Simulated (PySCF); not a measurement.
A structure optimised at PBE-D3(BJ)/def2-SVP, used in a PySCF frequency run:

```xyz
11

Sn     0.2456     0.0193     0.0000
C     -0.4628    -0.9251     1.8096
C     -0.4628    -0.9251    -1.8096
F     -0.5738     1.8148     0.0000
H      1.9538     0.3300     0.0000
H      0.0187    -1.9151     1.9310
H     -0.2174    -0.2906     2.6820
H     -1.5597    -1.0572     1.7479
H     -0.2174    -0.2906    -2.6820
H      0.0187    -1.9151    -1.9310
H     -1.5597    -1.0572    -1.7479
```
Charge 0, spin multiplicity 1.

Q: Write its SMILES, formula and point group.

A: [CH3][SnH]([CH3])[F], C2H7FSn, Cs

Q: What are its rotational constants (standard atomic weights)?

A: 4.2145, 3.7810, 2.5276 GHz
